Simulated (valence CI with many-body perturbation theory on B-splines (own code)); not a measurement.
**La⁵⁺: electric-dipole lines**

Calculated by relativistic CI+MBPT: six valence electrons over a frozen Dirac-Fock core [Kr] 4d10, radial functions for each j: 9 s, 9 p, 8 d, 6 f, 3 g, 1 h, with the one-electron correlation potential Σ1, the two-electron term Σ2, the three-electron term Σ3, Breit, model QED; selected CI, second order for the rest, scaled by the run's own slope (own B-spline code, finite nucleus).

With an open or low-lying f shell, different configurations can be misplaced against each other by up to about 5,000 cm⁻¹. No measured spectrum was set against this ion. As an estimate, levels hold to about 250 cm⁻¹ or 0.2 % of their energy and the worst to 1 %, as in measured heavy ions of charge 2 to 7; those with d or f electrons hold less well. Among the levels kept, up to 880 cm⁻¹ of a level comes from second order outside the variational space, and about a tenth of that is noise between levels of different J, which matters for small intervals.

Lines 1 to 26 of 26 in falling wavelength, among levels below 161940 cm⁻¹, chosen from the strongest by gf and those to the six lowest levels. Wavelengths and rates use the calculated energies, so an error of 300 cm⁻¹ moves a line at 2000 nm by 6 % and its rate by three times that or more. Electric multipoles are in the length gauge, E1 and E2 with the static RPA response of the core. Weak lines are less certain than strong ones. Lines between different terms over intervals too small for the method are left out, as are lines whose strength nearly cancels. The highest levels of a list are the least certain.

Names give the largest LS component (configuration and term), which can be under half, so a name can repeat, a term be missing and a line seem to break the LS rules; names also repeat where a configuration has a term twice. Letters in brackets count levels of one name in rising energy.

```
λ vac (nm)                Upper                Lower   A (s⁻¹)  S (a.u.) with core polarisation  S without
      2000         5s 5p5 3P°_2      4f 5s2 5p3 3G_3  2.35e+03                         4.63e-02   5.40e-02
      1494  4f 5s2 5p3 3F_2 [c]         5s 5p5 3P°_2  1.18e+04                         9.70e-02   1.15e-01
      1154         5s 5p5 3P°_1      4f 5s2 5p3 1P_1  1.47e+04                         3.34e-02   3.91e-02
      1059         5s 5p5 3P°_2  4f 5s2 5p3 3F_2 [a]  1.92e+03                         5.62e-03   6.53e-03
      1041      4f 5s2 5p3 3D_1         5s 5p5 3P°_2  2.79e+03                         4.66e-03   5.56e-03
     954.1  4f 5s2 5p3 3F_3 [b]         5s 5p5 3P°_2  1.60e+02                         4.80e-04   5.90e-04
     939.5      4f 5s2 5p3 3P_2         5s 5p5 3P°_2  6.90e+03                         1.41e-02   1.69e-02
     804.5      4f 5s2 5p3 3P_1         5s 5p5 3P°_2  4.08e+04                         3.14e-02   3.77e-02
     782.5      4f 5s2 5p3 1D_2         5s 5p5 3P°_2  1.41e+04                         1.67e-02   1.96e-02
     780.7         5s 5p5 3P°_1  4f 5s2 5p3 3F_2 [b]  1.36e+05                         9.60e-02   1.12e-01
     745.9      4f 5s2 5p3 1F_3         5s 5p5 3P°_2  5.22e+03                         7.49e-03   8.82e-03
     557.7         5s 5p5 3P°_2  4f 5s2 5p3 3F_3 [a]  2.30e+05                         9.84e-02   1.13e-01
     510.5         5s 5p5 3P°_1  4f 5s2 5p3 3F_2 [a]  3.36e+04                         6.62e-03   7.81e-03
     475.0         5s 5p5 3P°_2      4f 5s2 5p3 5F_1  7.83e+03                         2.07e-03   2.41e-03
     465.9         5s 5p5 3P°_2      4f 5s2 5p3 5F_2  8.69e+04                         2.17e-02   2.52e-02
     433.6         5s 5p5 3P°_2      4f 5s2 5p3 5F_3  8.69e+04                         1.75e-02   2.00e-02
     320.5         5s 5p5 3P°_1      4f 5s2 5p3 5F_1  4.56e+05                         2.22e-02   2.54e-02
     316.4         5s 5p5 3P°_1      4f 5s2 5p3 5F_2  1.24e+06                         5.82e-02   6.65e-02
     103.6         5s 5p5 3P°_1         5s2 5p4 1S_0  1.03e+07                         1.70e-02   2.38e-02
     85.25         5s 5p5 3P°_2         5s2 5p4 1D_2  7.96e+07                         1.22e-01   1.71e-01
     79.38         5s 5p5 3P°_2         5s2 5p4 3P_1  1.88e+08                         2.32e-01   3.23e-01
     78.47         5s 5p5 3P°_1         5s2 5p4 1D_2  7.20e+07                         5.15e-02   6.93e-02
     73.47         5s 5p5 3P°_1         5s2 5p4 3P_1  1.69e+08                         9.92e-02   1.39e-01
     69.64         5s 5p5 3P°_1         5s2 5p4 3P_0  2.40e+08                         1.20e-01   1.68e-01
     68.36         5s 5p5 3P°_2         5s2 5p4 3P_2  5.80e+08                         4.57e-01   6.38e-01
     63.92         5s 5p5 3P°_1         5s2 5p4 3P_2  6.65e+08                         2.57e-01   3.54e-01
```
